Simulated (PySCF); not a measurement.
## Spin states of RbBi⁺

Unrestricted PBE0; PySCF, scalar-relativistic core potentials, basis sets Rb def2-SVP with ECP28, Bi def2-SVP with ECP60. Outer shells of the fragments: Rb+ closed shells only; Bi 5d10 6s2 6p3.

Followed along the bond (rough minima from three points):

| 2Ms+1 | unpaired | ⟨S²⟩ at the start | R at minimum (Å) | Te (eV) |
| --- | --- | --- | --- | --- |
| 4 | σ ↑, π ↑↑ | 3.75 | 4.13 | 0.00 |
| 2 | σ ↓, π ↑↑ | 1.76 | 4.13 | 0.64 |
| 2 | σ ↑, π ↑↓ | 1.76 | 4.13 | 0.66 |
| 2 | π ↑ | 0.75 | 3.96 | 1.15 |
| 2 | σ ↑ | 0.75 | 4.11 | 1.58 |

Solutions found at the starting distance of 3.620 Å, counted from the lowest of them; the search is not exhaustive and high or unbound solutions are not listed, so other states can lie among these:

```
2Ms+1   unpaired   term  E (eV)  ⟨S²⟩  ⟨Lz²⟩   μ (D)
    4  σ ↑, π ↑↑    ⁴Σ⁻    0.00  3.75   0.00  -10.37
    2  σ ↓, π ↑↑  mixed    0.65  1.76   0.00  -10.21
    2  σ ↑, π ↑↓  mixed    0.66  1.76   2.01  -10.28
    2        π ↑     ²Π    1.15  0.75   1.00   -9.37
    2        σ ↑  mixed    1.58  0.75   2.00  -10.19
    2        π ↑     ²Π    1.98  0.75   1.00  -10.85
    4  σ ↑↑, π ↑     ⁴Π    4.96  3.75   1.00   -0.07
    4  σ ↑, π ↑↑  mixed    6.59  3.75   2.00   -0.78
    4      π ↑↑↑     ⁴Π    6.86  3.75   1.00   -1.00
    4  π ↑↑, δ ↑     ⁴Δ    7.91  3.75   4.00    4.45
```

A term symbol is given only where ⟨S²⟩ and ⟨Lz²⟩ are close to those of a pure state; real π, δ and φ orbitals otherwise mix terms. A positive dipole points towards Bi; it is taken about the centre of mass and depends on that origin.

Spin–orbit coupling is left out, which matters for elements this heavy, above all for dissociation energies.
